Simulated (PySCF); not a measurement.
Zn(Cl)(SH) (ClHSZn), SMILES [SH][Zn][Cl].

Coordinates come from a B3LYP-D3(BJ)/def2-TZVP optimisation. One conformer was computed; it need not be the lowest.

Level of theory: B3LYP/def2-TZVPD (PySCF).

The molecule is in vacuum.

Computed frontier levels, gap, dipole moment and polarisability:
The highest occupied level comes out as -7.54 eV and the lowest empty level comes out as -1.80 eV. The orbital gap is 5.74 eV, the dipole moment is 1.25 D and the quadrupole, principal values (traceless, Buckingham form, about the centre of nuclear charge) is -9.81, 1.81, 8.00 D·Å. The mean static polarisability comes out as 62.4 bohr³ (9.25 Å³). The polarisability, principal values is 49.0, 49.7, 88.5 bohr³.
